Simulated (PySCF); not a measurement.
## PtO: frontier orbitals

r²SCAN at R = 1.710 Å; basis Pt x2c-TZVPPall, O x2c-TZVPPall; spin-free X2C with a Gaussian nucleus; PySCF 2.14. State: triplet, unpaired electrons π ↑↑, a mixture of terms (⟨Lz²⟩ = 3.5). Only the outer orbitals are listed, counted within each symmetry.

```csv
spin,orbital,occ.,ε (eV),on Pt (%),main shells (%)
α,15σ,1,-12.14,35,"57 O p, 32 Pt d"
α,8π,1,-11.67,41,"59 O p, 40 Pt d"
α,8π,1,-11.67,41,"59 O p, 40 Pt d"
α,4δ,1,-7.68,100,100 Pt d
α,4δ,1,-7.62,100,100 Pt d
α,9π,1,-7.30,62,"58 Pt d, 38 O p"
α,9π,1,-7.30,62,"58 Pt d, 38 O p"
α,16σ,1,-6.78,92,"60 Pt s, 32 Pt d, 8 O p"
α,17σ,0,-4.05,79,"30 Pt s, 26 Pt d, 23 Pt p"
α,10π,0,-0.16,99,96 Pt p
α,10π,0,-0.16,99,96 Pt p
β,14σ,1,-24.83,12,86 O s
β,15σ,1,-11.61,35,"55 O p, 34 Pt d, 10 O s"
β,8π,1,-9.77,52,"50 Pt d, 48 O p"
β,8π,1,-9.77,52,"50 Pt d, 48 O p"
β,4δ,1,-7.25,100,100 Pt d
β,4δ,1,-7.05,100,100 Pt d
β,16σ,1,-6.64,87,"53 Pt s, 34 Pt d, 13 O p"
β,9π,0,-4.94,55,"48 Pt d, 45 O p"
β,9π,0,-4.94,55,"48 Pt d, 45 O p"
β,17σ,0,-3.24,83,"40 Pt s, 22 Pt p, 20 Pt d"
```

Problem. Which are the highest filled and the lowest empty level, where do they sit, and how wide is the gap?

Solution. Highest filled β 16σ at -6.64 eV (in %: 53 Pt s, 34 Pt d, 13 O p); lowest empty β 9π at -4.94 eV (in %: 48 Pt d, 45 O p); the gap at r²SCAN is 1.70 eV.

```json
{"bond order (Mayer)": "2.12", "⟨S²⟩": "2.022", "charge on Pt (Mulliken, basis-dependent)": "0.25", "charge on Pt (Löwdin, basis-dependent)": "0.11", "dipole moment (positive dipole means Pt(−)O(+))": "-2.40 D"}
```

Spin–orbit coupling is left out. The state is the lowest single determinant that the PBE0 search found; with open d or f shells the true ground state can be another one.
